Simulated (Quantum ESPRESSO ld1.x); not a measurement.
Bi55+, configuration [Ar] 3d10. Calculated with ld1.x of Quantum ESPRESSO 7.5: scalar-relativistic Kohn-Sham, LDA (Slater exchange, VWN5 correlation), spin-polarised, spherical densities, point nucleus.

Normalised radial functions P(r) = r R(r), r in bohr:

```
   r/bohr * 3s, o 3p (the largest magnitude, 2.62, reaches the edge; | marks zero, & curves that meet)
 0.001435                             o     *
 0.001992                             o      *
 0.002765                             |o      *
 0.003807                             |o        *
 0.005285                             | o        *
 0.007278                             |   o      *
   0.0101                             |     o  *
  0.01403                             |    *   o
  0.01932                            *|           o
  0.02681                    *        |              o
  0.03722             *               |                o
  0.05126             *               |            o
  0.07116                        *    |o
  0.09799               o             |            *
    0.136   o                         |                          *
   0.1888    o                        |                         *
   0.2601               o             |             *
    0.361                         o   |   *
   0.4972                            o*
```

3s: eigenvalue -6898.0 eV, 2 radial nodes at r = 0.0186, 0.0791 bohr, <r> = 0.168 bohr, 90 % of the charge inside 0.246 bohr. 3p: eigenvalue -6222.2 eV, 1 radial node at r = 0.0731 bohr, <r> = 0.169 bohr, 90 % of the charge inside 0.252 bohr.
